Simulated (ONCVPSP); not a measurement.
# rhodium, ONCV: configuration errors across variants

```
Element                 : rhodium
Generator               : ONCVPSP 4.0.1
Type                    : optimised norm-conserving Vanderbilt (ONCV)
Functional              : LDA (Perdew-Wang 92)
Relativity              : scalar-relativistic
Frozen core             : [Ar] 3d10
Valence charge          : 17
Reference configuration : 4s2 4p6 4d7 5s2
Partial waves           : 4s+5s: rc 1.75 bohr, ncon 3, nbas 8, qcut 5.5 1/bohr, 3 projectors, debl 2.6 Ha; 4p: rc 1.70 bohr, ncon 4, nbas 7, qcut 9.5 1/bohr, 2 projectors, debl 0.9 Ha; 4d: rc 1.40 bohr, ncon 5, nbas 8, qcut 7.2 1/bohr, 2 projectors, debl 3.8 Ha
Local potential         : polynomial inside 1.20 bohr (lpopt 1, dvloc0 0 Ha)
Core correction         : Teter function, fcfact 1.5, rcfact 1.6
```

In the p channel the program set the typed energies aside and used -1.982, 0.250 Ha.

All-electron excitation energies from the reference (eV): (1) 4s2 4p6 4d8 5s1 -2.388; (2) 4s2 4p6 4d8 5s0 5.395; (3) 4s2 4p6 4d7 5s0 25.163; (4) 4s2 4p6 4d8 5s0 5p1 1.346.

1 further variants failed, have other tests or another functional or relativity, and are left out.

Errors AE − PS in meV (a dash: test not solved or not reliable):

| change | (1) | (2) | (3) | (4) | bound ghosts | GHOST(+) flags above zero |
| --- | --- | --- | --- | --- | --- | --- |
| base | -4.3 | -11 | -11 | -9.2 | none | s |
| d: rc 1.86 | -2.3 | -7.4 | -11 | -6.6 | none | s |
| all radii but the core radius scaled by about 1.09 (s 1.92, p 1.86, d 1.52 bohr); local potential polynomial inside 1.30 bohr (lpopt 1, dvloc0 0 Ha) | -3.6 | -10 | -12 | -8.9 | none | none |
| s: qcut 6.2; p: qcut 10.8; d: qcut 8.2 | -4.0 | -9.8 | -10.0 | -8.4 | none | none |
| local potential polynomial inside 1.20 bohr (lpopt 1, dvloc0 4 Ha) | -5.8 | -12 | -11 | -11 | none | none |

(1) Give the same row for: core correction none.

Answers

(1) -2.7, -6.7, -8.1, -5.7; bound ghosts: none; GHOST(+) flags above zero: s.
